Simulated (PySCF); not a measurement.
**Spinor energies of Nb⁺ (niobium, charge +1)**

Start: [Kr] 4d3 5p1; 4d5/2 filled at m_j = +1/2, +3/2, +5/2; 5p3/2 filled at m_j = +3/2. Calculated with PySCF 2.14 in x2c-SVPall-2c with one added diffuse shell each of s, p, d type (7s9p7d1f, 76 functions): generalised Hartree-Fock with the X2C-1e Hamiltonian and a Gaussian nucleus; one run each with spin-orbit coupling (SO) switched off, then screened by Boettger's factors. This is a chosen level, not necessarily the ground level.

| spinor shell | electrons | ε, spin-free (eV) | ε, screened SO (eV) | weight of nominal j (screened SO) | rms radius, screened SO (bohr) |
| --- | --- | --- | --- | --- | --- |
| 1s1/2 | 2 | -19094.8 | -19094.0 | 1.000 | 0.0415 |
| 2s1/2 | 2 | -2752.7 | -2752.6 | 1.000 | 0.171 |
| 2p1/2 | 2 | -2453.5 | -2519.7 | 1.000 | 0.149 |
| 2p3/2 | 4 | -2453.5 | -2422.4 | 1.000 | 0.154 |
| 3s1/2 | 2 | -499.87 | -499.89 | 1.000 | 0.471 |
| 3p1/2 | 2 | -399.10 | -410.29 | 1.000 | 0.471 |
| 3p3/2 | 4 | -399.10 | -393.91 | 1.000 | 0.482 |
| 3d3/2 | 4 | -234.17 | -235.92 | 0.983 | 0.472 |
| 3d5/2 | 6 | -234.17 | -233.07 | 0.989 | 0.475 |
| 4s1/2 | 2 | -83.296 | -83.350 | 1.000 | 1.24 |
| 4p3/2 | 4 | -53.880 | -52.866 | 0.869 | 1.39 |
| 4p1/2 | 2 | -53.880 | -56.176 | 0.739 | 1.38 |
| 4d5/2 | 3 | -18.542 | -18.546 | 0.772 | 2.08 |
| 5p3/2 | 1 | -9.506 | -9.445 | 1.000 | 4.40 |

```tsv
quantity	spin-free	screened SO
E (hartree)	-3816.34032	-3816.72421
M_J	6	6
⟨J²⟩	42.008	42.008
⟨L²⟩	20.007	20.055
⟨S²⟩	6.001	5.992
```

Each row is a mean over spinors that exchange with the open shell spreads, by up to 6.669 eV (4p3/2).

Rows whose weight is well below 1 are mixtures of j = l ± 1/2: exchange outweighs spin-orbit coupling there, and the label is only the starting occupation.

Breit and QED terms are absent; they matter most for the inner s and p1/2 levels.

Densities and radii are taken from the X2C orbitals without a picture-change correction, which distorts them close to the nucleus.

Without spin-orbit coupling the j labels of p, d and f shells carry no meaning; the spin-free column gives the mean over the occupied spinors of each nl shell.
